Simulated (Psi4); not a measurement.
diethyl sulfide (C$_{4}$H$_{10}$S), singlet, at a GFN2-xTB geometry. Base run: PBE0/3-21G (Psi4).

Geometry (Å):
```xyz
15

C      2.5607    -0.0078    -0.2384
C      1.1064     0.2496    -0.5813
S      0.0380    -0.2248     0.8290
C     -1.5539     0.4756     0.2767
C     -2.1930    -0.3159    -0.8488
H      2.8502     0.5677     0.6376
H      3.1966     0.2780    -1.0740
H      2.7168    -1.0620    -0.0228
H      0.9304     1.3084    -0.7772
H      0.8031    -0.3385    -1.4480
H     -1.3751     1.5124    -0.0112
H     -2.1827     0.4580     1.1664
H     -2.3149    -1.3556    -0.5542
H     -1.5822    -0.2790    -1.7481
H     -3.1720     0.0982    -1.0826
```
All else is at Psi4's defaults (density fitting, Cartesian functions).

The base run was repeated with changes; each row names its change, and settings that it needs were set with it.

```json
[
 {"change": "base", "E (Eh)": "-553.46898", "SCF-reference dipole (D)": "1.93", "core-seconds (rough)": "7", "outcome": "converged"},
 {"change": "functional = mn15", "E (Eh)": "___", "SCF-reference dipole (D)": "___", "core-seconds (rough)": "10", "outcome": "converged"},
 {"change": "functional = wb97x", "E (Eh)": "-553.75773", "SCF-reference dipole (D)": "1.98", "core-seconds (rough)": "7", "outcome": "converged"},
 {"change": "functional = cam-b3lyp", "E (Eh)": "-553.70400", "SCF-reference dipole (D)": "1.91", "core-seconds (rough)": "8", "outcome": "converged"},
 {"change": "functional = pbe0-dh", "E (Eh)": "-553.39850", "SCF-reference dipole (D)": "-", "core-seconds (rough)": "7", "outcome": "converged"},
 {"change": "functional = svwn", "E (Eh)": "-551.90148", "SCF-reference dipole (D)": "1.91", "core-seconds (rough)": "5", "outcome": "converged"},
 {"change": "functional = wb97m-v", "E (Eh)": "-553.68653", "SCF-reference dipole (D)": "1.91", "core-seconds (rough)": "200", "outcome": "converged"},
 {"change": "functional = b97m-v", "E (Eh)": "-", "SCF-reference dipole (D)": "-", "core-seconds (rough)": "-", "outcome": "cut at the time limit"},
 {"change": "functional = r2scan", "E (Eh)": "-553.65067", "SCF-reference dipole (D)": "1.95", "core-seconds (rough)": "10", "outcome": "converged"},
 {"change": "functional = b3lyp", "E (Eh)": "___", "SCF-reference dipole (D)": "___", "core-seconds (rough)": "7", "outcome": "converged"},
 {"change": "functional = m06-2x", "E (Eh)": "___", "SCF-reference dipole (D)": "1.91", "core-seconds (rough)": "10", "outcome": "converged"},
 {"change": "functional = bp86", "E (Eh)": "-553.83276", "SCF-reference dipole (D)": "1.87", "core-seconds (rough)": "7", "outcome": "converged"},
 {"change": "functional = m06", "E (Eh)": "-553.70909", "SCF-reference dipole (D)": "1.87", "core-seconds (rough)": "10", "outcome": "converged"}
]
```

Task: Complete the blanks.

Result: 
- functional = mn15, E (Eh): -553.02104
- functional = mn15, SCF-reference dipole (D): 1.94
- functional = b3lyp, E (Eh): -553.82348
- functional = b3lyp, SCF-reference dipole (D): 1.86
- functional = m06-2x, E (Eh): -553.69132

Total energies compare only within one method and basis.
